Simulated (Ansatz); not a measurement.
The first iterations of a band of C$_{3}$H$_{10}$BNS (16 atoms, charge 0, multiplicity 1).

The calculation used RKS B3LYP/6-31G in Ansatz 0.2.0.

```
movable images  : 3
climbing image  : yes
spring          : 5.0 eV/Å²
optimiser       : quadratic models (default)
start path      : IDPP
force threshold : 0.03 eV/Å
iteration limit : 51
end points      : relaxed
```

Image 0:

```xyz
16
Properties=species:S:1:pos:R:3
B 0.426 -1.438 -1.277
C 0.501 -0.261 -0.207
N 1.455 -0.276 0.709
S -0.953 -2.624 -0.371
C -0.484 0.881 -0.181
C -0.551 1.742 1.089
H 1.460 -2.060 -1.314
H 0.009 -1.070 -2.343
H 1.504 0.379 1.480
H 2.143 -1.019 0.682
H -2.091 -2.161 -0.999
H -0.233 1.507 -1.053
H -1.468 0.459 -0.408
H -0.807 1.138 1.968
H 0.391 2.271 1.287
H -1.325 2.507 0.981
```

Image 4:

```xyz
16
Properties=species:S:1:pos:R:3
B 0.423 -1.441 -1.275
C 0.502 -0.261 -0.209
N 1.460 -0.271 0.702
S -0.948 -2.623 -0.351
C -0.481 0.883 -0.186
C -0.555 1.739 1.087
H 1.457 -2.063 -1.317
H -0.003 -1.078 -2.339
H 2.149 -1.014 0.677
H 1.512 0.387 1.470
H -2.092 -2.163 -0.972
H -0.223 1.510 -1.054
H -1.464 0.463 -0.420
H -0.817 1.133 1.962
H 0.386 2.267 1.293
H -1.327 2.507 0.977
```

| iteration | highest image above the first end (eV) | largest band force component (eV/Å) |
| --- | --- | --- |
| 1 | 2.410 | 3.764 |
| 2 | 1.953 | 1.468 |
| 3 | 1.638 | 0.636 |
| 4 | 1.523 | 0.578 |

Q: Does the band converge within its limit, and where does its top end?

A: The forces met the threshold. It ended after 14 iterations with the highest image 1.272 eV above the first end. The dihedral C5–C2–N3–H9 jumps by 120° between images 1 and 2, so the path isn't resolved there. Neighbouring images differ by up to 1.2 eV, so the band resolves the path poorly. Another band between the same ends (7 images) ends at a top of the same energy, where a vibrational analysis finds 1 clearly imaginary mode. So few images can step over the top or miss a turn of the path. Limits of this set-up: no polarisation functions.

Time of the run: 3.9 min on 1 CPU thread of a shared host.
